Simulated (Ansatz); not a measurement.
Computed with Ansatz on PBE0-D4/def2-TZVP structures; ΔE is electronic, products minus reactants. CCSD(T)/CBS adds triple-zeta CCSD(T) − MP2 to the extrapolated MP2 energy (def2 sets, frozen cores). DFT in def2-TZVPP. Each species was taken in one conformer, which may not be the lowest.

`BO[SiH](S)Cl` + `CNC(O)O` → `CN[SiH](S)Cl` + `BOC(O)O`  (formal exchange of groups at the Si–O bond)

`BO[SiH](S)Cl`:

Z-matrix (Å, degrees):
```
Si
O 1 1.635
Cl 1 2.046 2 111.7
S 1 2.115 2 104.9 3 -120.9
H 1 1.473 2 108.4 3 117.5
B 2 1.352 1 138.3 3 7.3
H 4 1.345 1 92.9 2 175.1
H 6 1.199 2 120.1 1 -2.0
H 6 1.197 2 117.3 1 178.2
```

`CNC(O)O`:

Cartesian coordinates in Å:
```
C 0.409 0.221 -1.414
N 0.869 0.152 -0.036
C -0.114 -0.196 0.929
O -1.039 0.845 1.107
O -0.857 -1.317 0.548
H 0.096 -0.745 -1.823
H -0.440 0.902 -1.472
H 1.210 0.629 -2.033
H 1.673 -0.453 0.058
H 0.416 -0.399 1.874
H -0.531 1.651 1.233
H -1.691 -1.289 1.027
```

`CN[SiH](S)Cl`:

```xyz
11

C     0.442    1.416    0.704
N    -0.528    0.764   -0.153
Si   -0.587   -0.887   -0.518
S     1.315   -1.423   -1.306
Cl   -0.951   -2.142    1.089
H     0.082    1.535    1.732
H     1.356    0.821    0.737
H     0.707    2.402    0.312
H    -1.378    1.288   -0.286
H    -1.717   -1.084   -1.448
H     1.259   -2.690   -0.864
```

`BOC(O)O`:

Z-matrix (Å, degrees):
```
C
O 1 1.423
O 1 1.382 2 107.5
O 1 1.361 2 111.2 3 119.3
H 1 1.096 2 108.7 3 -122.8
B 2 1.347 1 121.0 3 141.4
H 3 0.962 1 108.6 2 -38.5
H 4 0.965 1 107.5 2 -72.9
H 6 1.195 2 116.9 1 177.2
H 6 1.201 2 120.1 1 -3.8
```

```json
{"level": "r2SCAN", "ΔE (kJ/mol)": "29.6"}
{"level": "CCSD/def2-TZVPP", "ΔE (kJ/mol)": "35.0"}
```

Q: What does CCSD(T)/CBS give? (An estimate is asked.)

A: Computed: +33.7 kJ/mol. The listed levels differ from it by -4.1, 1.3 kJ/mol.

Largest T1 diagnostic among the species: 0.013.

From PBE to PBE0 (25 % exact exchange), in def2-TZVPP and without D4, ΔE moves by +4.2 kJ/mol. In def2-TZVPP, CCSD(T) changes the Hartree–Fock value by −7.0 kJ/mol (the triples alone add −2.0 kJ/mol) and MP2 by −5.6 kJ/mol.
